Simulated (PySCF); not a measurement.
**Name the molecule from its bond curve**

A diatomic of charge -1 contains Sb. Its singlet curve at r²SCAN0 in a triple-zeta basis (scalar-relativistic core potentials, PySCF), in eV from the separated fragments:

| R (Å) | E (eV) |
| --- | --- |
| 1.978 | -2.548 |
| 2.070 | -3.343 |
| 2.162 | -3.776 |
| 2.231 | -3.924 |
| 2.300 | -3.956 |
| 2.369 | -3.900 |
| 2.461 | -3.723 |
| 2.576 | -3.388 |
| 2.714 | -2.891 |
| 2.898 | -2.160 |

The fit gives ωe = 482 cm⁻¹ and the rotational constant Bₑ = 0.1417 cm⁻¹.

Q: Which atom is the partner?

A: The minimum lies at 2.288 Å, so the reduced mass is 16.8576 u Å² cm⁻¹/(Bₑ·Re²) = 22.73 u. With Sb at 120.90 u the partner weighs about 28.0 u: Si. The molecule is SiSb⁻.

Spin–orbit coupling is left out.
